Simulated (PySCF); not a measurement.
How methods differ on the excitation energy of Eu

Eu [Xe] 4f7 6s2 (8S) → Eu [Xe] 4f7 6s1 6p1 (10P), as a difference of total energies. All numbers are calculated (PySCF 2.14, a scalar-relativistic core potential, in def2-SVP with the def2 core potential (28 electrons) (10s6p4d3f1g, 78 functions)). Correlated levels: valence: 4s2 4p6 4d10 frozen. The calculations carry no spin-orbit coupling.

```tsv
method	excitation energy (cm⁻¹)
UHF	8170.1
MP2 (valence)	14515
SCS-MP2 (valence)	14911
CCSD (valence)	14528
CCSD(T) (valence)	15196
```

Errors of the correlated levels include the incompleteness of this basis and the frozen core.

The basis was made for the ground configuration and has no added diffuse functions, so the excitation energy can come out too high.

For comparison: 14839 cm⁻¹ (measured; NIST levels, between the centres of gravity of the two terms).
